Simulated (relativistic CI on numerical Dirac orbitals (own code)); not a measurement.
# Electric-dipole transitions in Cu9+

Computed by Dirac-Coulomb-Breit CI, separate exchange-only KLI orbitals for each configuration, a model potential for QED, unscaled Slater integrals (own radial code, finite nucleus).

CI space (outside the closed core [Ne]): 3s2 3p6 3d2, 3s2 3p5 3d3, 3s 3p6 3d3, 3s2 3p6 3d 4s, 3s2 3p6 3d 4p, 3s2 3p6 3d 4d, 3s2 3p6 4s2, 3s2 3p6 4s 4p, 3s2 3p6 3d 4f, 3s2 3p6 4p2, 3s2 3p6 3d 5s, 3s2 3p6 4s 4d, 3s2 3p5 3d2 4s, 3s2 3p6 3d 5p, 3s2 3p6 4p 4d, 3s2 3p6 3d 5d, 3s2 3p5 3d2 4p, 3s2 3p6 3d 5f, 3s2 3p6 3d 5g, 3s2 3p6 3d 6s, 3s2 3p6 4d2, 3s2 3p6 3d 6p, 3s2 3p6 3d 6d, 3s2 3p5 3d2 4d, 3s 3p6 3d2 4s, 3p6 3d4, 3p5 3d5. Double excitations out of closed p, d and f shells are left out; levels of such configurations are missing from the list, as are those of other unlisted configurations, and high levels can miss mixing partners. These lack a partner that the ground configuration has and come out too high: 3s2 3p5 3d2 4s, 3s2 3p5 3d2 4p, 3s2 3p5 3d2 4d.

```csv
λ vac (Å),Lower,Upper,A (s⁻¹),log gf,S velocity/length
85.918,3s2 3p6 3d2 3F_2 [1],3s2 3p6 3d 4f 3G°_3 [200],5.71e+11,0.65,0.84
85.962,3s2 3p6 3d2 3F_3 [2],3s2 3p6 3d 4f 3G°_4 [201],6.04e+11,0.78,0.84
86.082,3s2 3p6 3d2 3F_4 [3],3s2 3p6 3d 4f 3G°_5 [202],6.81e+11,0.92,0.84
86.904,3s2 3p6 3d2 3F_4 [3],3s2 3p6 3d 4f 3F°_4 [198],2.38e+11,0.38,0.79
87.627,3s2 3p6 3d2 1D_2 [4],3s2 3p6 3d 4f 3D°_3 [205],3.34e+11,0.43,0.84
87.796,3s2 3p6 3d2 1G_4 [8],3s2 3p6 3d 4f 1H°_5 [213],7.11e+11,0.96,0.87
87.893,3s2 3p6 3d2 3P_2 [7],3s2 3p6 3d 4f 1F°_3 [206],3.47e+11,0.45,0.83
127.19,3s2 3p6 3d2 3F_2 [1],3s2 3p5 3d3 3D°_1 [116],3.28e+11,0.38,0.60
127.38,3s2 3p6 3d2 3F_3 [2],3s2 3p5 3d3 3D°_2 [118],4.40e+11,0.73,0.60
127.89,3s2 3p6 3d2 3F_4 [3],3s2 3p5 3d3 3D°_3 [117],4.63e+11,0.90,0.60
130.72,3s2 3p6 3d2 1G_4 [8],3s2 3p5 3d3 1G°_4 [121],5.17e+11,1.08,0.57
131.44,3s2 3p6 3d2 1G_4 [8],3s2 3p5 3d3 1F°_3 [120],5.17e+11,0.97,0.63
134.64,3s2 3p6 3d2 3F_4 [3],3s2 3p5 3d3 3F°_4 [115],3.78e+11,0.97,0.58
134.80,3s2 3p6 3d2 3F_3 [2],3s2 3p5 3d3 3F°_3 [114],3.30e+11,0.80,0.58
135.06,3s2 3p6 3d2 3F_2 [1],3s2 3p5 3d3 3F°_2 [112],3.33e+11,0.66,0.58
140.58,3s2 3p6 3d2 3P_2 [7],3s2 3p5 3d3 3P°_2 [113],2.02e+11,0.48,0.60
142.56,3s2 3p6 3d2 1D_2 [4],3s2 3p5 3d3 1D°_2 [108],1.78e+11,0.43,0.58
150.21,3s2 3p6 3d2 3F_4 [3],3s2 3p5 3d3 3G°_5 [94],1.11e+11,0.62,0.62
150.50,3s2 3p6 3d2 3F_3 [2],3s2 3p5 3d3 3G°_4 [92],9.85e+10,0.48,0.62
151.56,3s2 3p6 3d2 1G_4 [8],3s2 3p5 3d3 1H°_5 [103],8.46e+10,0.51,0.61
```

Terms are leading LS components. Brackets give the number of a level in order of energy, since labels repeat. The list gives strong lines, with weight on those to low levels, among the lowest 400 of 1366 levels, so that lines to higher ones, which can be the strongest, are missing. Levels whose partners in the same complex of configurations lie outside the list can be far off, and so can their lines. Rates are taken at the computed energies, electric ones in the length gauge. A velocity-to-length ratio far from 1 marks an uncertain rate.

At this charge energies of transitions that change n are usually good to better than 1 %, and those within a shell (Δn = 0) to a few per cent. Terms inside the open d or f shell come out 10 to 20 % too wide with unscaled integrals.

LS names give the leading component of a level, which can be under half, so a name can repeat, a term be missing and a line seem to break the LS rules.
